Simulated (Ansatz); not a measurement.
Input and output for Be8O8 (started as a model of: (BeO)8 cage of four- and six-membered rings).

```yaml
crystal:
  periodic: [false, false, false]
  atoms:
    - {symbol: Be, position_ang: [-1.026839, 0.037295, 1.944472]}
    - {symbol: O, position_ang: [-0.108873, -1.218351, 2.107981]}
    - {symbol: Be, position_ang: [1.020909, -0.029389, 1.947711]}
    - {symbol: O, position_ang: [0.102482, 1.226926, 2.103319]}
    - {symbol: Be, position_ang: [-0.374216, 1.552857, 0.634762]}
    - {symbol: O, position_ang: [-1.680143, 0.523847, 0.605544]}
    - {symbol: Be, position_ang: [-1.550615, -0.374565, -0.640078]}
    - {symbol: O, position_ang: [-0.521680, -1.680450, -0.606539]}
    - {symbol: Be, position_ang: [0.372290, -1.550291, 0.642210]}
    - {symbol: O, position_ang: [1.678298, -0.521350, 0.612776]}
    - {symbol: Be, position_ang: [1.552548, 0.371954, -0.636890]}
    - {symbol: O, position_ang: [0.523532, 1.677988, -0.611787]}
    - {symbol: O, position_ang: [-1.219448, 0.101400, -2.107718]}
    - {symbol: Be, position_ang: [-0.030402, -1.027832, -1.944062]}
    - {symbol: O, position_ang: [1.225831, -0.109958, -2.103580]}
    - {symbol: Be, position_ang: [0.036304, 1.019910, -1.948122]}
basis:
  gaussian: {orbitals: "6-31++G**"}
hamiltonian: {xc: {name: CAM-B3LYP}, dispersion: d3bj}
scf: {lower_state_search: light}
output: {forces: true}
```

```sh
$ ansatz run in.yaml --threads 4 --pin off --events-out ev --progress --plain --max-ram 6963MiB
```

Output, abridged:

```
Functional definition: CAM-B3LYP
2480 factors; their error is unknown
840 factors; integrals over basis functions are off by at most 6.4e-6 eV
mean field evaluation 1: about -19580.1881 eV, gradient 1.3e2 eV
mean field evaluation 2: about -19557.3303 eV, gradient 1.8e2 eV
mean field evaluation 4: about -19610.7202 eV, gradient 4.2e0 eV
mean field evaluation 8: about -19610.7464 eV, gradient 2.5e-2 eV
mean field evaluation 16: about -19610.7429 eV, gradient 5.9e-5 eV
mean field -19610.74288611 eV, -720.6815084256 hartree, gradient 5.9e-5 eV, S^2 0.000000; 0 other end points of the search recorded, 0 dependent functions left out
reference -19610.74310040 eV, -720.6815163007 hartree; 48, 48 occupied and 256, 256 virtual orbitals, 2480 factors
Total energy: -19611.52988627 eV, -720.7104301481 hartree
Atom 0 at    -1.026839     0.037295     1.944472 Å, force     0.905057     0.237202    -0.581785 eV/Å
Atom 1 at    -0.108873    -1.218351     2.107981 Å, force     0.059883     0.389204    -0.356437 eV/Å
Atom 2 at     1.020909    -0.029389     1.947711 Å, force    -0.903092    -0.239166    -0.583417 eV/Å
Atom 3 at     0.102482     1.226926     2.103319 Å, force    -0.058893    -0.391041    -0.354815 eV/Å
Atom 4 at    -0.374216     1.552857     0.634762 Å, force     0.039036    -0.693526     0.167074 eV/Å
Atom 5 at    -1.680143     0.523847     0.605544 Å, force     0.229034    -0.098031     0.020831 eV/Å
Atom 6 at    -1.550615    -0.374565    -0.640078 Å, force     0.694409     0.039198    -0.164827 eV/Å
Atom 7 at    -0.521680    -1.680450    -0.606539 Å, force     0.097849     0.228882    -0.020370 eV/Å
Atom 8 at     0.372290    -1.550291     0.642210 Å, force    -0.039577     0.694674     0.164260 eV/Å
Atom 9 at     1.678298    -0.521350     0.612776 Å, force    -0.229233     0.097597     0.019660 eV/Å
Atom 10 at     1.552548     0.371954    -0.636890 Å, force    -0.693892    -0.039474    -0.166747 eV/Å
Atom 11 at     0.523532     1.677988    -0.611787 Å, force    -0.097747    -0.229332    -0.019861 eV/Å
Atom 12 at    -1.219448     0.101400    -2.107718 Å, force     0.389578    -0.058844     0.356371 eV/Å
Atom 13 at    -0.030402    -1.027832    -1.944062 Å, force    -0.238983     0.905413     0.580330 eV/Å
Atom 14 at     1.225831    -0.109958    -2.103580 Å, force    -0.390658     0.060000     0.354913 eV/Å
Atom 15 at     0.036304     1.019910    -1.948122 Å, force     0.237227    -0.902758     0.584818 eV/Å
Dipole moment:    -0.000021    -0.000112     0.000013 e Å
```

Run time 29 s (4 threads of Arm Neoverse V1 on a shared host), peak host memory 2.2 GiB.

The 6-31G sets use Cartesian d functions.
